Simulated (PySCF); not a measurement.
# What a mistake does to a calculation on BGeH3O2

Calculated results; nothing here was measured. They come from PySCF 2.14.0, an open-source quantum chemistry program, on an isolated molecule that a program drew, which may never have been made. The molecule is BGeH3O2 (charge 0, singlet), drawn as the SMILES string `O[B](O)[GeH]`.

Each row is a Hartree-Fock (HF) and frozen-core CCSD(T) single point in the cc-pVDZ basis, meant for a local HF minimum. Run 1 is clean. Each other run has one planted mistake out of seven kinds, and not every kind appears here: one electron removed, one electron added, multiplicity raised by two, geometry at a saddle point, minimal basis STO-3G, one bond length entered in bohr, all coordinates scaled. The reference is restricted for singlets and unrestricted otherwise, and also for a bond in bohr. Adding or removing an electron swaps singlet and doublet. Electrons count all cores. HOMO and LUMO are orbital energies over both spins, the gradient is its largest component, and the lowest frequency (negative if imaginary) is given only where the gradient is small. Bond lengths are over the 6 bonds as drawn. T1 is the CCSD diagnostic: over 0.02 (restricted) or 0.045 (unrestricted) a single reference is doubtful. Germanium has the cc-pVDZ-PP basis, with a core potential (ECP10MDF) in place of its 10 inner electrons, and its 3s, 3p and 3d shells are frozen in CCSD(T).

Geometry of the clean run:
```xyz
7
BGeH3O2, angstrom
O    -0.4507   -0.6304   -1.0507
B     0.8783   -0.9159   -0.9438
O     1.3655   -1.8572   -0.0860
Ge    2.2607    0.2108   -2.1146
H    -1.0290   -1.1409   -0.4998
H     0.7191   -2.3219    0.4286
H     2.2085   -0.8155   -3.3224
```

```
run  electrons  basis functions  <S^2>  HOMO (eV)  LUMO (eV)  gradient (hartree/bohr)  lowest frequency (cm^-1)  mean bond (Å)  longest bond (Å)      T1  HF (hartree)  CCSD(T) (hartree)             mistake
  1         56               80  0.000      -8.30       0.73                  1.2e-05                       153         1.3903             2.133  0.0148    -469.60593         -470.18030            no fault
  2         57               80  0.763      -0.59       8.02                  2.4e-02                         -         1.3903             2.133  0.0157    -469.60241         -470.18721  one electron added
  3         56               80  0.000      -8.42       0.62                  2.9e-02                         -         1.4293             2.193  0.0156    -469.60085         -470.18034                   ?
  4         55               80  0.772     -17.01      -6.60                  6.2e-02                         -         1.3903             2.133  0.0176    -469.33323         -469.88072                   ?
```

**Which mistake was planted in run 3, and what did it cost?**

The mean and the longest bond both change by the same factor, 1.028, and the gradient is no longer small. So the mistake is: all coordinates scaled. Subtracting run 1 and multiplying by 627.51 kcal/mol a hartree, the energy moved by 3.2 kcal/mol in HF and 0.0 kcal/mol in CCSD(T).

**Which mistake was planted in run 4, and what did it cost?**

It counts 55 electrons, one fewer than the clean run, at the same geometry and basis. So the mistake is: one electron removed. Subtracting run 1 and multiplying by 627.51 kcal/mol a hartree, the energy moved by 171.1 kcal/mol in HF and 188.0 kcal/mol in CCSD(T).

